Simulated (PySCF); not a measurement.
**A thermochemical cycle for CsTe**

MP2 in PySCF with def2-SVP on every atom (core potentials on Te, Cs), for the lowest determinant that a PBE0 search found; no spin–orbit coupling. CsTe, a doublet (π ↑), has De = 1.91 eV to neutral atoms, and CsTe⁺, a triplet (π ↑↑), has De = 0.31 eV to Cs⁺ + Te.

At the same level the Cs atom ionises at 3.73 eV.

**Question.** What is the adiabatic ionisation energy of the molecule, and does ionisation strengthen or weaken the bond?

**Answer.** IE = IE(Cs) + De(neutral) − De(ion) = 3.73 + 1.91 − 0.31 = 5.33 eV. De changes by -1.60 eV, so ionisation weakens the bond.

Correlated steps freeze 4 core orbitals. Weak bonds: CsTe⁺. Basis-set superposition, not corrected here, can be much of De in a small basis, most of all at correlated wavefunction levels. Spin–orbit coupling is left out, which matters for elements this heavy, above all for dissociation energies. For an ion De counts to the pair picked by the measured ionisation energies or electron affinities, which need not be the lowest pair at this level. States were picked by a PBE0 search and need not be the measured ground states.
